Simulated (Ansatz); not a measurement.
Reactions of C₃H₇NOSi, SMILES `C=CN([SiH3])C=O`.

Gas-phase electronic energies from Ansatz, PBE0-D4/def2-TZVP geometries. CCSD(T)/CBS adds triple-zeta CCSD(T) − MP2 to the extrapolated MP2 energy (def2 sets, frozen cores). This one scheme is used for every species, atoms too. Open shells (•) are unrestricted, without spin–orbit coupling. Spin–orbit coupling would lower the free atoms: a little for C, O, Si. def2 core potentials past Kr. For Sn outer-core shells are correlated without core-valence functions, so the limit isn't a true one: a few kJ/mol of doubt a bond, and 10 to 20 or more in all where bonds break to atoms. Each species was taken in one conformer, which may not be the lowest.

```
                                                        reaction  CCSD/CBS(def2) (kJ/mol)
`C=CN([SiH3])C=O` + `[OH][SnH3]` → `O=C[O][SnH3]` + `C=CN[SiH3]`                      -26
       `C=CN([SiH3])C=O` + `OB(O)O` → `C=COB(O)O` + `O=CN[SiH3]`                       20
         `C=CN([SiH3])C=O` + `FBCF` → `O=CC(F)BF` + `C=CN[SiH3]`                       51
   `C=CN([SiH3])C=O` + `O[SiH2]F` → `C=CO[SiH2]F` + `O=CN[SiH3]`                       22
                            `C=CN([SiH3])C=O` → `C=C1O[SiH2]C1N`                       29
                 `C=CN([SiH3])C=O` → 3 C• + 7 H• + N• + O• + Si•                     5047
                            `C=CN([SiH3])C=O` → `C[SiH2]C1N=CO1`                      131
```

**Question.** Give the CCSD(T)/CBS values in the same order. (Best estimate.)

**Answer.** Computed: -25, 23, 54, 25, 32, 5138, 129 kJ/mol.

Largest T1 diagnostic: 0.017, for `O=C[O][SnH3]`.
